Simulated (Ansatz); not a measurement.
```yaml
crystal:
  periodic: [false, false, false]
  atoms:
    - {symbol: Al, position_ang: [0.836265, 1.801337, -0.743946]}
    - {symbol: Al, position_ang: [-0.642618, -0.027148, -1.921952]}
    - {symbol: Al, position_ang: [1.290112, -0.874291, -0.543313]}
    - {symbol: Al, position_ang: [-2.225463, -0.306971, 0.142428]}
    - {symbol: Al, position_ang: [0.986527, 0.825673, 1.713644]}
    - {symbol: Ga, position_ang: [-0.244814, -1.418600, 1.353139]}
basis:
  gaussian: {orbitals: def2-TZVPD, initial_orbitals: start.molden}
total_charge: -1
magnetization: {spin_polarized: true, initial_magnetization: 1}
hamiltonian: {xc: {name: wB97X-V}}
scf: {omitted_lower_state_checks: [starts]}
output: {orbitals: {seedname: orbitals}}
```

The file start.molden holds the orbitals of an earlier run on this structure, at another level or in another basis.

```sh
$ ansatz run in.yaml --threads 4 --pin off --events-out ev --progress --plain --max-ram 4787MiB
```

Problem. Does this run fit into the memory that it is given?

Solution. No. It has 269 basis functions, and Ansatz plans for 4.84 GiB where 4.67 GiB are given.
